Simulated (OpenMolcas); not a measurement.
## Computed transition rates of As I

```json
{
  "Program": "OpenMolcas",
  "Method": "SS-CASPT2, IPEA 0.25 Eh, imaginary shift 0.1 Eh (closed shells correlated: 3d 4s)",
  "Basis": "ANO-RCC-VTZP [6s5p3d1f]",
  "Scalar Hamiltonian": "DKH2, point nucleus",
  "Active space": "3 electrons in 3 orbitals (4p)",
  "State averaging": "2S+1 = 4 odd, 1 root; 2S+1 = 2 odd, 8 roots",
  "Spin-orbit coupling": "state interaction with AMFI integrals over the reference wave functions, term energies averaged over their components"
}
```

Rates come from the transition moments of the reference wave functions (E1 and E2 in the length form). At fixed line strength A goes as λ^-3 for E1 and M1 and as λ^-5 for E2, so a rate at the computed wavelength can be rescaled to the measured one. Measured vacuum wavelengths follow from level energies in NIST Handbook of Basic Atomic Spectroscopic Data. Branching counts decays inside the model space alone, at computed energies, and the table is only a selection of the E2 and M1 lines, drawn from those between levels with measured partners whose computed energy lies within a factor of 1.5 of the measured one.

| Upper | Lower | Type | λ computed (nm) | λ measured (nm) | A computed (s-1) | A rescaled (s-1) | Branching % |
| --- | --- | --- | --- | --- | --- | --- | --- |
| 4s² 4p³ ²P°_1/2 | 4s² 4p³ ²D°_5/2 | E2 | 1238 | 1375 | 1.13e-01 | 6.69e-02 | 10.4 |
| 4s² 4p³ ²P°_1/2 | 4s² 4p³ ²D°_3/2 | M1 | 1207 | 1317 | 2.51e-01 |  | 23.2 |
| 4s² 4p³ ²P°_1/2 | 4s² 4p³ ²D°_3/2 | E2 | 1207 | 1317 | 1.87e-01 | 1.21e-01 | 17.3 |
| 4s² 4p³ ²P°_3/2 | 4s² 4p³ ²D°_5/2 | M1 | 1196 | 1293 | 2.34e-01 |  | 10.3 |
| 4s² 4p³ ²P°_3/2 | 4s² 4p³ ²D°_5/2 | E2 | 1196 | 1293 | 2.28e-01 | 1.54e-01 | 10.0 |
| 4s² 4p³ ²P°_3/2 | 4s² 4p³ ²D°_3/2 | M1 | 1167 | 1241 | 4.45e-01 |  | 19.6 |
| 4s² 4p³ ²P°_3/2 | 4s² 4p³ ²D°_3/2 | E2 | 1167 | 1241 | 1.02e-01 | 7.50e-02 | 4.5 |
| 4s² 4p³ ²D°_3/2 | 4s² 4p³ ⁴S°_3/2 | M1 | 861.9 | 944 | 3.35e-02 |  | 94.5 |
| 4s² 4p³ ²D°_3/2 | 4s² 4p³ ⁴S°_3/2 | E2 | 861.9 | 944 | 1.95e-03 |  | 5.5 |
| 4s² 4p³ ²D°_5/2 | 4s² 4p³ ⁴S°_3/2 | E2 | 846.5 | 916.2 | 3.28e-03 |  | 77.6 |
| 4s² 4p³ ²D°_5/2 | 4s² 4p³ ⁴S°_3/2 | M1 | 846.5 | 916.2 | 8.46e-04 |  | 20.0 |
| 4s² 4p³ ²P°_1/2 | 4s² 4p³ ⁴S°_3/2 | M1 | 502.8 | 549.9 | 5.30e-01 |  | 49.0 |
| 4s² 4p³ ²P°_3/2 | 4s² 4p³ ⁴S°_3/2 | M1 | 495.7 | 536.3 | 1.26e+00 |  | 55.5 |

Spin-changing lines and M1 lines between different terms are not rescaled, since their strength hangs on the term gaps too.

The largest correction is for 4s² 4p³ ²P°_1/2 → 4s² 4p³ ²D°_5/2 (E2): 1.13e-01 × (1238 / 1375)^5 = 6.69e-02 s-1, a factor of 0.59.

No measured rate stands beside these. Rescaling mends the energy factor alone: line strengths can still be far off where a level mixes with configurations outside the active space, and weak or spin-changing lines hang on small mixing coefficients that depend on the term gaps too, so rescaling need not improve them.

CASPT2 breaks the degeneracy within a term, and the mean is taken; among the terms shown or strongly mixed into the levels shown the widest spread is 180 cm-1 (4s² 4p³ ²D°). With the s shell closed, the reference lacks s² → p² mixing. Measured partners are found by configuration, term and J. A level has none where our copy of the source lacks it or the pairing is in doubt (some pairs that miss far off the trend of their configuration count as doubtful). Levels of configurations outside the active space are missing.

° marks odd parity.
